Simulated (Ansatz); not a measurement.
Input (CCSDTQ/def2-SVP; Ansatz, a program for electronic structure):

Ansatz 0.2 input:
```yaml
crystal:
  periodic: [false, false, false]
  atoms:
    - {symbol: Be, position_ang: [0.00000000, 0.00000000, 0.00000000]}
    - {symbol: F, position_ang: [0.00000000, 0.00000000, 1.43900728]}
    - {symbol: F, position_ang: [-0.00000000, -0.00000000, -1.43900728]}
basis:
  gaussian:
    orbitals: def2-SVP
total_charge: 1
magnetization: {spin_polarized: true, initial_magnetization: 1}
correlation: {method: ccsdtq, electrons: outside_noble_gas}
```

Output:

```
Functional definition: HF
integrals: 0.02 GiB planned
648 factors; integrals over basis functions are off by at most 2.4e-7 eV
mean field: 0.10 GiB planned
mean field evaluation 1: about -5790.1494 eV, gradient 3.2e1 eV
mean field evaluation 2: about -5790.2339 eV, gradient 3.2e1 eV
mean field evaluation 4: about -5794.1827 eV, gradient 2.2e0 eV
mean field evaluation 8: about -5794.2944 eV, gradient 2.6e-1 eV
mean field evaluation 16: about -5794.2959 eV, gradient 7.0e-4 eV
mean field evaluation 32: about -5795.1820 eV, gradient 3.0e-3 eV
mean field evaluation 64: about -5794.2959 eV, gradient 1.3e-6 eV
mean field evaluation 96: about -5793.0052 eV, gradient 1.1e0 eV
mean field evaluation 128: about -5795.1209 eV, gradient 8.1e-1 eV
mean field evaluation 160: about -5793.7477 eV, gradient 2.4e-2 eV
mean field evaluation 192: about -5793.0314 eV, gradient 5.9e-2 eV
mean field evaluation 224: about -5792.2827 eV, gradient 1.6e-4 eV
mean field evaluation 256: about -5787.6327 eV, gradient 5.2e-4 eV
mean field evaluation 288: about -5793.0314 eV, gradient 5.7e-4 eV
mean field evaluation 320: about -5792.2781 eV, gradient 6.7e-1 eV
mean field -5795.18203292 eV, -212.9690115945 hartree, gradient 7.0e-6 eV, S^2 0.753271; 13 other end points of the search recorded, 0 dependent functions left out
determinant -5795.18203292 eV, -212.9690115945 hartree, with singles and doubles -5805.14000052 eV, -213.3349601538 hartree
determinant -5794.29594522 eV, -212.9364484718 hartree, with singles and doubles -5805.28951278 eV, -213.3404546282 hartree
determinant -5793.74781936 eV, -212.9163052183 hartree, with singles and doubles -5803.67408207 eV, -213.2810886445 hartree
determinant -5793.03139305 eV, -212.8899770368 hartree, with singles and doubles -5804.42605266 eV, -213.3087230541 hartree
determinant -5792.31346730 eV, -212.8635937522 hartree, with singles and doubles -5803.53633540 eV, -213.2760265477 hartree
determinant -5792.28268842 eV, -212.8624626491 hartree, with singles and doubles -5803.41548367 eV, -213.2715853287 hartree
determinant -5795.18203292 eV, -212.9690115945 hartree, with singles and doubles -5805.23786567 eV, -213.3385566318 hartree
determinant -5794.29594522 eV, -212.9364484718 hartree, with singles and doubles -5805.29451213 eV, -213.3406383508 hartree
3 core orbitals not correlated
reference -5794.29594522 eV, -212.9364484718 hartree; 8, 7 occupied and 26, 27 virtual orbitals, 648 factors
second order -10.56710960 eV of doubles, -0.00000000 eV of singles
coupled cluster: 4.76 GiB planned
coupled cluster: 6.72 GiB planned
cycle   1  -10.08975991 eV  change    -1.6e0 eV  update   7.1e-2
cycle   2  -11.00539403 eV  change   -9.2e-1 eV  update   4.4e-2
cycle   3  -11.20497911 eV  change   -2.0e-1 eV  update   2.5e-2
cycle   4  -11.26089172 eV  change   -5.6e-2 eV  update   1.2e-2
cycle   5  -11.27976427 eV  change   -1.9e-2 eV  update   6.1e-3
cycle   6  -11.29138032 eV  change   -1.2e-2 eV  update   2.6e-3
cycle   7  -11.29338446 eV  change   -2.0e-3 eV  update   1.2e-3
cycle   8  -11.29380822 eV  change   -4.2e-4 eV  update   5.8e-4
cycle   9  -11.29494277 eV  change   -1.1e-3 eV  update   2.9e-4
cycle  10  -11.29499466 eV  change   -5.2e-5 eV  update   1.7e-4
cycle  11  -11.29486758 eV  change    1.3e-4 eV  update   9.1e-5
cycle  12  -11.29472706 eV  change    1.4e-4 eV  update   5.0e-5
cycle  13  -11.29472314 eV  change    3.9e-6 eV  update   2.4e-5
cycle  14  -11.29471426 eV  change    8.9e-6 eV  update   1.5e-5
cycle  15  -11.29467598 eV  change    3.8e-5 eV  update   8.8e-6
cycle  16  -11.29466327 eV  change    1.3e-5 eV  update   5.7e-6
cycle  17  -11.29467850 eV  change   -1.5e-5 eV  update   3.2e-6
cycle  18  -11.29469092 eV  change   -1.2e-5 eV  update   1.6e-6
cycle  19  -11.29469263 eV  change   -1.7e-6 eV  update   9.4e-7
cycle  20  -11.29468906 eV  change    3.6e-6 eV  update   5.4e-7
cycle  21  -11.29468766 eV  change    1.4e-6 eV  update   2.9e-7
cycle  22  -11.29468796 eV  change   -3.0e-7 eV  update   1.9e-7
coupled cluster: 6.72 GiB planned
WARN: these amplitudes may be one of several solutions (largest doubles amplitude 0.11, level shift 13.98 eV)
Total energy: -5805.59063318 eV, -213.3515205986 hartree
```

The determinant is spin-contaminated: <S^2> is 0.86, 0.11 over the pure value. The CCSD(T) runs of this state have a T1 diagnostic of up to 0.052. The run finds its determinant to be a saddle point of the SCF energy.

The run carries these doubts: other roots.
